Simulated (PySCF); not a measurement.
Compound: C4H6OSSi.
Z-matrix (Å and degrees, PBE0-D3(BJ)/def2-SVP geometry), rows numbered from 1:
```
Si
O   1  1.6840
C   2  1.3375  1  128.71
C   3  1.3701  2  126.18  1  -176.43
C   4  1.4245  3  112.05  2  -179.84
C   5  1.3669  4  113.52  3    -0.01
S   6  1.7257  5  111.47  4     0.13
H   1  1.4921  2  109.73  3   -59.84
H   1  1.4917  2  109.84  3    60.64
H   1  1.4840  2  104.96  3  -179.48
H   4  1.0894  3  122.38  2     0.16
H   5  1.0910  4  123.65  3   179.99
H   6  1.0884  5  128.78  4  -179.95
```

Method used: core-valence-separated Tamm–Dancoff BHandHLYP/aug-pcX-1 (pcseg-1 on H, def2-SVPD on Si, def2-SVPD on S) in PySCF, non-relativistic, gas phase, PBE0-D3(BJ)/def2-SVP geometry. Absolute energies from this functional tend to lie a few eV below measured edges; no shift was applied.

**Question.** Give energies, oscillator strengths and core holes at the C K edge.

**Answer.** 
```
E (eV)       f  core hole on               main final orbital                        polarisation
283.37  0.0543            C5                    LUMO+1 (55 %)  normal to the local trigonal plane
283.67  0.0525            C6                    LUMO+1 (76 %)  normal to the local trigonal plane
283.74  0.0563            C4                    LUMO+1 (46 %)  normal to the local trigonal plane
285.18  0.0688            C3                    LUMO+1 (74 %)  normal to the local trigonal plane
285.41  0.0363            C6                      LUMO (37 %)         in the local trigonal plane
285.68  0.0125            C4                    LUMO+1 (49 %)  normal to the local trigonal plane
285.85  0.0134            C4                    LUMO+2 (39 %)         in the local trigonal plane
286.03  0.0160            C5                    LUMO+2 (45 %)         in the local trigonal plane
286.15  0.0032            C4                      LUMO (71 %)         in the local trigonal plane
286.45  0.0219            C6                    LUMO+2 (53 %)         in the local trigonal plane
286.48  0.0129            C5  LUMO/LUMO+1 (2 roots, f summed)                               mixed
286.82  0.0052            C4                    LUMO+3 (38 %)         in the local trigonal plane
287.08  0.0006            C4                           spread                                   –
287.10  0.0434            C3                      LUMO (40 %)         in the local trigonal plane
287.24  0.0008            C5                    LUMO+2 (43 %)                                   –
287.40  0.0007            C5                    LUMO+5 (37 %)                                   –
287.45  0.0016            C6                    LUMO+3 (49 %)         in the local trigonal plane
287.52  0.0040            C4                    LUMO+9 (42 %)  normal to the local trigonal plane
```

The first line with a tenth or more of the strongest one's intensity is at 283.37 eV (f = 0.054), with the hole on C5 (aromatic CH carbon), polarised normal to the local trigonal plane: a 1s→π* resonance. The strongest listed is at 285.18 eV (f = 0.069; C3, 1s→π*).

**Question.** List the oxygen K-edge absorption lines.

**Answer.** 
| E (eV) | f | core hole on | main final orbital |
| --- | --- | --- | --- |
| 533.09 | 0.0101 | O2 | LUMO (75 %) |
| 533.61 | 0.0115 | O2 | LUMO+1 (81 %) |
| 534.62 | 0.0036 | O2 | LUMO+3 (33 %) |
| 535.08 | 0.0096 | O2 | LUMO+7 (64 %) |
| 535.12 | 0.0036 | O2 | LUMO+4 (47 %) |
| 535.46 | 0.0281 | O2 | spread |
| 535.73 | 0.0015 | O2 | LUMO+6 (43 %) |

The first line with a tenth or more of the strongest one's intensity is at 533.09 eV (f = 0.010), with the hole on O2 (silyl ether oxygen). The strongest listed is at 535.46 eV (f = 0.028; O2).

Roots within 0.03 eV whose holes lie on the same, on equivalent or on shared atoms are summed into one line, and the highest roots are left out, as the search may have cut off their partners. Final orbitals are the ground state's empty Kohn–Sham orbitals. A dash: too weak, shared between unlike atoms, or no plane or axis to refer to.

**Question.** What length of transition dipole belongs to the line at 285.68 eV?

**Answer.** From f = (2/3) ΔE |μ|² in atomic units, with ΔE = 10.499 Eh and f = 0.0125: |μ| = 0.042 au = 0.11 D.

Only the lowest roots of each edge were sought.

Rough CPU time on one thread of a shared machine: about 30 s.

One conformer stands for the species.
